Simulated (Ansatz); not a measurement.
Reaction (SMILES): CCCC=O → [CH2]CCC=O + H atom (the C-H bond at the site shown breaks; other sites are not compared here)
Geometries: B3LYP-D3(BJ)/def2-TZVP minima from Ansatz (a program for electronic structure), one conformer each, not searched for the lowest.
Geometry of the first species:
```
C
H 1 1.0921
H 1 1.0921 2 105.75
C 1 1.5220 2 109.01 3 -117.07
H 4 1.0984 1 111.39 2 -64.37
H 4 1.0984 5 104.53 1 120.40
C 4 1.5038 5 106.91 6 113.13
O 7 1.2038 4 125.05 5 124.25
H 7 1.1117 8 120.27 4 180.00
C 1 1.5256 2 110.19 3 119.07
H 10 1.0910 1 111.15 2 -58.16
H 10 1.0928 11 107.68 1 -122.14
H 10 1.0928 11 107.68 12 -115.72
```
Charge 0, spin multiplicity 1.

Property: bond dissociation energy (electronic energy difference), in kJ/mol. Valence correlation only, unless marked. UHF or UKS for open shells. Spin-orbit coupling is left out. No relativistic terms. CBS marks a two-point X^-3 extrapolation of the correlation energy; Hartree-Fock from the larger set. The bracket is a focal-point correction in the basis named.

Level to compare with: RI-MP2/CBS(cc-pVTZ,cc-pVQZ)+[CCSD(T)-MP2]/cc-pVTZ (Ansatz), 459.5 kJ/mol. It is a level with limits of its own, and the differences hold the functionals' basis error too.

Problem. Rank these functionals by how close they come to RI-MP2/CBS(cc-pVTZ,cc-pVQZ)+[CCSD(T)-MP2]/cc-pVTZ, closest first: B97M-V/def2-TZVPD (Ansatz); BHLYP/def2-TZVPD (Ansatz); r2SCAN/def2-TZVPD (Ansatz).

Solution. B97M-V/def2-TZVPD (meta-GGA with VV10, 447.8 kJ/mol, difference -11.7), BHLYP/def2-TZVPD (global hybrid, 440.8 kJ/mol, difference -18.7), r2SCAN/def2-TZVPD (meta-GGA, 432.2 kJ/mol, difference -27.3)
